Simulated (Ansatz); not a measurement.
C3H10Si2 can be A, `C=C([SiH3])[SiH2]C`, or B, `C[Si]1([SiH3])CC1`.

Calculated with Ansatz (gas phase, PBE0-D4/def2-TZVP geometries, no zero-point term in ΔE). CBS: MP2 limit from def2 TZ/QZ plus the TZ coupled-cluster correction, frozen cores. DFT in def2-TZVPP. Each species was taken in one conformer, which may not be the lowest.

Which is lower in electronic energy at CCSD(T)/CBS, and by how much? (Estimate.)

The calculation gave: A, by 7.5 kcal/mol.

Give E(B) − E(A) in kcal/mol with B2PLYP, CCSD/def2-TZVPP, PBE-D4, MP2/def2-TZVPP, r2SCAN-D4, CCSD(T)/def2-SVP, LDA (SPW92). (Best estimate.)

Computed: B2PLYP 7.9, CCSD/def2-TZVPP 8.1, PBE-D4 0.6, MP2/def2-TZVPP 6.3, r2SCAN-D4 2.8, CCSD(T)/def2-SVP 9.1, LDA (SPW92) -3.2. The order is the other way round with LDA (SPW92).

Does the order hold for the free energy at 298.15 K (harmonic terms from PBE0-D4)? (An estimate is asked.)

Ansatz gave: Yes: G(B) − G(A) = +10.6 kcal/mol, for one conformer each. Modes under 60 cm⁻¹, often nearly free rotors, make the harmonic entropy too high.

Largest T1 diagnostic: 0.011.

The D4 term adds +0.8 kcal/mol with B3LYP and +0.4 kcal/mol with PBE0; it sums over pairs of atoms, weighted by their polarisabilities, and B3LYP, whose exchange is more repulsive, gets the larger term. In def2-TZVPP, CCSD(T) changes the Hartree–Fock value by −8.2 kcal/mol (the triples alone add −0.5 kcal/mol) and MP2 by −9.4 kcal/mol.

B3LYP here is the variant with VWN-RPA as its local correlation; programs differ in this.
